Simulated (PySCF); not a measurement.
# Excitation energy of S by level of theory

S [Ne] 3s2 3p4 (3P) → S [Ne] 3s1 3p5 (3P), as a difference of total energies. Computed with PySCF 2.14 in aug-cc-pCVTZ-DK (8s7p5d3f, 75 functions), with the spin-free X2C one-electron Hamiltonian (Gaussian nucleus). Correlated levels: valence: [Ne] frozen. The calculations carry no spin-orbit coupling.

```tsv
method	excitation energy (eV)	error (eV)
UHF	11.586	+2.658
MP2 (valence)	10.536	+1.608
SCS-MP2 (valence)	10.417	+1.489
CCSD (valence)	9.567	+0.639
CCSD(T) (valence)	9.047	+0.119
```

Reference: 8.928 eV (measured; NIST levels, between the centres of gravity of the two terms).

Errors of the correlated levels include the incompleteness of this basis and the frozen core.

The upper state lies above the first ionisation limit, where it may autoionise and the basis confines it.

The coupled-cluster amplitudes are large for the upper state (T1 above 0.03 or a double amplitude above 0.15), so a single reference is strained.
